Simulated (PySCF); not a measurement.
## How methods differ on the ionisation energy of Mo+

Mo+ [Kr] 4d5 (6S) → Mo(2+) [Kr] 4d4 (5D), as a difference of total energies. All numbers are calculated (PySCF 2.14, a scalar-relativistic core potential, in aug-cc-pVDZ-PP with ECP28MDF (5s5p4d2f, 54 functions)). Correlated levels: valence: 4s2 4p6 frozen. The calculations carry no spin-orbit coupling.

```tsv
method	ionisation energy (eV)
UHF	15.140
LDA	16.674
PBE	16.442
PBE0	16.308
r2SCAN	16.333
PBEsol	16.481
B3LYP	16.217
HSE06	16.306
BLYP	16.139
MP2 (valence)	15.717
SCS-MP2 (valence)	15.332
```

How much does correlation contribute at MP2 (valence)?

15.717 − (15.140) = 0.577 eV, measured against UHF.

The reference lies between the lowest fine-structure levels, while these numbers refer to the centres of the terms.

Errors of the correlated levels include the incompleteness of this basis and the frozen core.

For comparison: 16.16 ± 0.12 eV (semi-empirical (NIST evaluation); NIST Atomic Spectra Database, ionization energies).
